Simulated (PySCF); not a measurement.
CAuO, SMILES O=[C+][Au], charge +1, multiplicity 1. Geometry optimised at B3LYP-D3(BJ)/def2-TZVP. The spin state was assumed, not searched. The def2 effective core potentials stand for the cores of Au; spin–orbit coupling is left out.

Computed equilibrium geometry at B3LYP-D3(BJ)/def2-TZVP (PySCF confirms it by a frequency run) as bond lengths and angles, and its point group:
point group C∞v.
Atoms: Au1 C2 O3. Bonded distances (Å): Au1–C2 1.952, C2–O3 1.115. Angles (°): Au1–C2–O3 180.0.
Charge +1, spin multiplicity 1.
